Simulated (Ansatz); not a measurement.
Ideal-gas functions of `O[BH][AlH][F]` at 500 K and 1 bar, from an Ansatz frequency run at PBE0-D4/def2-TZVP.

Molar mass 75.81 g/mol, point group C1 (symmetry number 1), electronic degeneracy 1, moments of inertia 28.785, 200.312, 211.377 u Å². Harmonic wavenumbers (cm⁻¹, unscaled): 31, 159, 191, 430, 542, 569, 670, 821, 882, 991, 1187, 1337, 1918, 2511, 3831.

Use S(trans) = R[1.5 ln M + 2.5 ln T − 1.1517]; rotational temperatures θ = 24.2544 K / I; S(rot) = R[ln(√π/σ · √(T³/θAθBθC)) + 1.5]; for each mode x = 1.438777 ν̃/T, S = R[x/(eˣ − 1) − ln(1 − e⁻ˣ)] and H = RT x/(eˣ − 1); 1 cm⁻¹ = 0.0119627 kJ/mol; R = 8.31446 J/(mol·K).

Q: By hand: the entropy, in J/(mol·K).

A: Translation 173.6. Rotation: θ = 0.8426, 0.1211, 0.1147 K, giving 113.2. Vibration, mode by mode: 28.41, 14.89, 13.39, 7.05, 5.41, 5.09, 4.04, 2.86, 2.50, 1.95, 1.24, 0.88, 0.22, 0.05, 0.00, in all 88.0. Electronic 0.0. Sum 374.8 J/(mol·K).

Q: By hand: H − E and G − E in kJ/mol, counted from the electronic energy.

A: Zero-point energy ½ × 16070 × 0.0119627 = 96.1; thermal vibration 20.8; translation, rotation and pV give 4 RT = 16.6. H − E = 133.5 kJ/mol, and G − E = 133.5 − 500 × 374.8/1000 = -53.9 kJ/mol.

Vibration gives 23 % of the entropy, 28.4 J/(mol·K) of it from the mode under 150 cm⁻¹: soft modes count most, and the harmonic formula is weakest for them. The sum counts one conformer and one mirror image; others add a mixing term.
